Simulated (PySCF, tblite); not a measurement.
Isomers of C6H11F3. Calculated harmonic vibrations of the isolated species, GFN2-xTB (tblite), most abundant isotopes, no scaling. The method is semi-empirical: single wavenumbers can be off by several per cent or more. One conformer each.

Electronic energies: PBE0-D3(BJ)/def2-SVP at its own geometries (PySCF, gas phase).

| SMILES | electronic energy, lowest = 0 (kcal/mol) |
| --- | --- |
| CC(F)(F)C(C)(C)CF | 10.4 |
| C[C@H](C(F)F)[C@@H](C)CF | 16.5 |
| CC(C)[C@H](C)C(F)(F)F | 0.0 |

Problem. How do GFN2-xTB zero-point energies change the relative energies?

Solution. 
```tsv
SMILES	ZPE (kcal/mol)	of it from modes above 1550 cm⁻¹	electronic (kcal/mol)	with ZPE, lowest = 0 (kcal/mol)	lowest mode (cm⁻¹)	rings
CC(C)[C@H](C)C(F)(F)F	102.2	47.6	0.0	0.0	39	0
CC(F)(F)C(C)(C)CF	101.4	47.7	10.4	9.6	65	0
C[C@H](C(F)F)[C@@H](C)CF	102.3	47.2	16.5	16.6	48	0
```

The zero-point energies span 0.9 kcal/mol, from `CC(F)(F)C(C)(C)CF` to `C[C@H](C(F)F)[C@@H](C)CF`. The order is unchanged.

Problem. And how do the electronic energies of GFN2-xTB itself compare?

Solution. `CC(C)[C@H](C)C(F)(F)F` 0.0; `CC(F)(F)C(C)(C)CF` 2.0; `C[C@H](C(F)F)[C@@H](C)CF` 6.9 kcal/mol, lowest = 0. Against the energies above, taken from the same isomer `CC(C)[C@H](C)C(F)(F)F`, the largest difference is 9.6 kcal/mol. The two levels were optimised apart and needn't hold the same conformer.

Problem. What do entropy and thermal enthalpy add at 298.15 K and 1 bar (rigid rotor, harmonic oscillator, one conformer each)?

Solution. 
```
                  SMILES  point group  symmetry number  S (cal/(mol K))  H − H(0) (kcal/mol)  ZPE + H − H(0) − TS (kcal/mol)
   CC(C)[C@H](C)C(F)(F)F           C1                1             98.9                 7.11                            79.8
       CC(F)(F)C(C)(C)CF           Cs                1             98.6                 7.25                            79.3
C[C@H](C(F)F)[C@@H](C)CF           C1                1             99.7                 7.09                            79.7
```
